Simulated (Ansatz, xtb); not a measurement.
# C4H2FNO2: which of two isomers lies lower

We compare X, `O=c1nc(F)cco1`, a singlet, with Y, `O=c1cc(F)nco1`, a singlet. Both are isolated molecules in the gas phase, relaxed with PBE0-D3(BJ)/def2-SVP.

Quicker runs give these differences E(Y) − E(X): GFN2-xTB +0.5 kcal/mol; HF/STO-3G −2.9 kcal/mol (at GFN2-xTB geometries); r2SCAN-D4/def2-SVP −1.5 kcal/mol (at GFN2-xTB geometries).

Q: Estimate which is lower in electronic energy at CCSD(T)/def2-SVP + ΔMP2/def2-TZVPP, and by roughly how much.

A: The CCSD(T)/def2-SVP + ΔMP2/def2-TZVPP calculation puts structure Y lower, by 2.5 kcal/mol.

Level by level:

```json
{"level": "GFN2-xTB", "geometry": "GFN2-xTB", "E(Y) − E(X) (kcal/mol)": "+0.5", "departure from the last row (kcal/mol)": "+2.9", "job, with rough time for the two": "optimisation, 0.23 s"}
{"level": "HF/STO-3G", "geometry": "GFN2-xTB", "E(Y) − E(X) (kcal/mol)": "−2.9", "departure from the last row (kcal/mol)": "−0.4", "job, with rough time for the two": "single point, 0.75 s"}
{"level": "r2SCAN-D4/def2-SVP", "geometry": "GFN2-xTB", "E(Y) − E(X) (kcal/mol)": "−1.5", "departure from the last row (kcal/mol)": "+1.0", "job, with rough time for the two": "single point, 4.2 s"}
{"level": "PBE0-D3(BJ)/def2-SVP", "geometry": "PBE0-D3(BJ)/def2-SVP", "E(Y) − E(X) (kcal/mol)": "−1.7", "departure from the last row (kcal/mol)": "+0.8", "job, with rough time for the two": "optimisation, 41 s"}
{"level": "HF/def2-SVP", "geometry": "PBE0-D3(BJ)/def2-SVP", "E(Y) − E(X) (kcal/mol)": "−1.3", "departure from the last row (kcal/mol)": "+1.1", "job, with rough time for the two": "part of the CCSD(T) run"}
{"level": "MP2/def2-SVP", "geometry": "PBE0-D3(BJ)/def2-SVP", "E(Y) − E(X) (kcal/mol)": "−2.1", "departure from the last row (kcal/mol)": "+0.3", "job, with rough time for the two": "part of the CCSD(T) run"}
{"level": "CCSD(T)/def2-SVP", "geometry": "PBE0-D3(BJ)/def2-SVP", "E(Y) − E(X) (kcal/mol)": "−2.2", "departure from the last row (kcal/mol)": "+0.2", "job, with rough time for the two": "single point"}
{"level": "CCSD(T)/def2-SVP + ΔMP2/def2-TZVPP", "geometry": "PBE0-D3(BJ)/def2-SVP", "E(Y) − E(X) (kcal/mol)": "−2.5", "departure from the last row (kcal/mol)": "", "job, with rough time for the two": "single point, 85 s"}
```

As drawn, both hold the same kinds of bond in the same numbers.

GFN2-xTB finds them nearly level. The largest departure from CCSD(T)/def2-SVP + ΔMP2/def2-TZVPP is that of GFN2-xTB, 2.9 kcal/mol. The last row adds to CCSD(T) the change of the MP2 difference between the two basis sets, here −0.2 kcal/mol.

With thermal terms from frequencies at re-optimised GFN2-xTB minima (ideal gas, soft modes damped towards free rotors, one conformer each, 298.15 K, 1 atm): on the last row, ΔE + ΔZPE = −2.3, ΔH = −2.4, ΔG = −2.3 kcal/mol.

The correlated steps freeze 8 core orbitals. Codes used: Ansatz 0.2.0, xtb 6.7.1; the last row on 2 threads of Intel(R) Xeon(R) Processor @ 2.70GHz on a shared host.
